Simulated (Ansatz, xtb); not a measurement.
**B2F2HN: where a starting geometry ends**

The starting geometry of this gas-phase triplet was built from a drawn formula by distance geometry and a force field; its bonds are those of `[B]NB(F)F`.

```
atom    x (Å)    y (Å)    z (Å)
   B  -0.9222   1.4812   0.5191
   B   1.1508   0.6996  -0.5295
   F   2.0215   1.7762  -0.2974
   F   1.6999  -0.6433  -0.7807
   N  -0.3319   0.9410  -0.7452
   H  -0.4229   1.6516  -1.4955
```

**Question.** Predict what becomes of its bonds when it is optimised with r2SCAN-D4/def2-SVP.

**Answer.** It keeps its bonds, and is `[B]NB(F)F`. Distances that change by over a tenth: B2–F4 (1.47 → 1.32 Å).

The energy falls by 1.47 eV over 10 steps:

```csv
step,E − E(last) (eV)
1,1.474
2,0.872
3,0.363
4,0.240
5,0.203
6,0.132
7,0.025
8,0.000
9,0.000
10,0.000
```

Final geometry (Å):

```yaml
atoms:
  - { symbol: B, position_ang: [-1.2557, 0.6010, 0.0254] }
  - { symbol: B, position_ang: [1.2034, 0.7798, -0.5661] }
  - { symbol: F, position_ang: [2.1306, 1.5042, -1.1781] }
  - { symbol: F, position_ang: [1.5678, -0.3392, 0.0252] }
  - { symbol: N, position_ang: [-0.1572, 1.2371, -0.5685] }
  - { symbol: H, position_ang: [-0.2938, 2.1235, -1.0671] }
```

From the same start GFN2-xTB ends elsewhere, differing in B1–B2 (1.83 against 2.54 Å here).

No frequencies were run, so the end isn't proven a minimum. Open shells are spin-unrestricted. The triplet needn't be the ground state. Run with Ansatz 0.2.0, 38 s on 2 threads of Arm Neoverse V1 (shared host).
